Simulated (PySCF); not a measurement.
Shapes and spin states of HRuN

These are results of PBE0/[Ru def2-TZVP with ECP28, N def2-TZVP, H def2-TZVP], scalar-relativistic core potentials, density fitting, no spin–orbit coupling, PySCF, not measurements.

Relaxations began from a few typed shapes and spin states; open shells are unrestricted. The search is not exhaustive: other isomers or separated fragments can lie lower, and high-lying points may rest on an excited occupation.

**Question.** Which is the lowest minimum found?
A. singlet Cs: Ru–H 1.632 Å, Ru–N 1.548 Å; H–Ru–N 105.7°
B. singlet (closed shell, unstable to spin polarisation) C∞v: Ru–H 1.907 Å, Ru–N 1.534 Å; H–Ru–N 180.0°
C. quintet C∞v: Ru–H 1.797 Å, Ru–N 1.706 Å; H–Ru–N 180.0°
D. triplet C∞v: Ru–H 1.838 Å, Ru–N 1.617 Å; H–Ru–N 180.0°
E. triplet Cs: Ru–H 1.610 Å, Ru–N 1.594 Å; H–Ru–N 107.0°
F. quintet Cs: Ru–H 1.622 Å, Ru–N 1.677 Å; H–Ru–N 106.9°

**Answer.** A. The others lie at 25.8 (triplet Cs), 100.0 (singlet C∞v, a saddle point), 127.6 (quintet Cs), 176.0 (triplet C∞v, a saddle point), 286.2 (quintet C∞v, a saddle point) kJ/mol above it.

The electron or spin density has lower symmetry than the nuclear frame for the triplet C∞v at 176.0 kJ/mol, quintet C∞v at 286.2 kJ/mol.
